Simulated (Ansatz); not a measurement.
Stepwise reaction of `[Cl][Sn]([Cl])([Br])[Br]` with water, as a gas-phase model of exchange steps in deposition or etching. ΔE in kJ/mol.

Calculated with Ansatz (gas phase, PBE0-D4/def2-TZVP geometries, no zero-point term in ΔE). CCSD(T)/CBS is the MP2 limit (def2-TZVPP, def2-QZVPP) plus CCSD(T) − MP2 in def2-TZVPP, frozen cores. This one scheme is used for every species. DFT in def2-TZVPP. B3LYP here is the variant with VWN-RPA as its local correlation; programs differ in this. def2 core potentials past Kr. For Br, Sn outer-core shells are correlated without core-valence functions, which leaves a few kJ/mol of doubt a bond. Scalar relativity is left out up to krypton. One conformer a species, not always the lowest.

```json
{"step": "1", "reaction": "`[Cl][Sn]([Cl])([Br])[Br]` + H₂O → `[OH][Sn]([Cl])([Cl])[Br]` + HBr", "PBE-D4": "74.9", "B3LYP-D4": "76.7", "ωB97M-V": "74.4", "CCSD(T)/CBS": "78.5"}
```

Problem. Give the row of step 2, `[OH][Sn]([Cl])([Cl])[Br]` + H₂O → `[OH][Sn]([OH])([Cl])[Cl]` + HBr. (Best estimate.)

Solution. Computed: 
```csv
step,reaction,PBE-D4,B3LYP-D4,ωB97M-V,CCSD(T)/CBS
2,`[OH][Sn]([Cl])([Cl])[Br]` + H₂O → `[OH][Sn]([OH])([Cl])[Cl]` + HBr,74.8,75.7,73.5,77.5
```

Problem. By hand: ΔE of the 2 steps together at CCSD(T)/CBS.

Solution. (78.5) + (77.5) = 156.0 kJ/mol, or 78.0 kJ/mol a step.

In ΔE the steps differ by no more than 1.0 kJ/mol. All are uphill at CCSD(T)/CBS. PBE-D4 differs from CCSD(T)/CBS by -3.6 to -2.7 kJ/mol a step. Only this route is followed, and other bonds may react first. Isolated molecules leave out the surface, adducts and barriers. Largest T1 diagnostic: 0.013.
